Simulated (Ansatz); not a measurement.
Input for Ansatz (a program for electronic structure): R-B3LYP/def2-TZVPPD on GeH4 (SMILES [GeH4]) with ghost functions, monomers drawn apart or pushed together. Files ending in .json are basis or fitting sets from the Basis Set Exchange.

Ansatz 0.2 input:
```yaml
crystal:
  periodic: [false, false, false]
  atoms:
    - {symbol: Ge, position_ang: [-0.19717578, 0.02096182, 3.79586660]}
    - {symbol: H, position_ang: [-0.53035029, -0.30619327, 5.26408791]}
    - {symbol: H, position_ang: [-0.17913658, -1.29968110, 3.00781173]}
    - {symbol: H, position_ang: [1.18198995, 0.68730433, 3.73194775]}
    - {symbol: H, position_ang: [-1.27571346, 0.95321063, 3.23260148]}
basis:
  gaussian:
    orbitals: def2-TZVPPD.json
    ghost_atoms:
      - {symbol: C, position_ang: [0.49125447, -0.57724568, 0.39054414]}
      - {symbol: O, position_ang: [0.43459162, 0.47642369, 0.96143741]}
      - {symbol: H, position_ang: [0.72649524, -0.64477595, -0.68852333]}
      - {symbol: H, position_ang: [0.31122916, -1.53524066, 0.91435498]}
hamiltonian:
  xc: {name: B3LYP}
scf: {lower_state_search: off}
```

Output:

```
WARN ansatz: RAYON_NUM_THREADS=1 ignored (pool sized by the plan → 1); use --threads N
Functional definition: B3LYP
these checks for a lower state are left out or cut short: stability, starts, cluster_reference, orbital_swaps, neighbouring_geometries, increment
integrals: 0.14 GiB planned
1092 factors; their error is unknown
mean field: 1.21 GiB planned
mean field evaluation 1: about -56583.9200 eV, gradient 1.9e1 eV
mean field evaluation 2: about -56584.1561 eV, gradient 1.8e1 eV
mean field evaluation 4: about -56584.3450 eV, gradient 3.8e-1 eV
mean field evaluation 8: about -56584.5285 eV, gradient 1.2e-3 eV
mean field -56584.52850793 eV, -2079.4430682954 hartree, gradient 1.8e-6 eV, S^2 0.000000; 0 other end points of the search recorded, 0 dependent functions left out
reference -56584.52873607 eV, -2079.4430766795 hartree; 18, 18 occupied and 215, 215 virtual orbitals, 1092 factors
Total energy: -56584.52873607 eV, -2079.4430766795 hartree
Checks for a lower state left out: stability, starts, cluster_reference, orbital_swaps, neighbouring_geometries, increment
```

The run converged.

Cost: roughly 2.3 core-seconds.
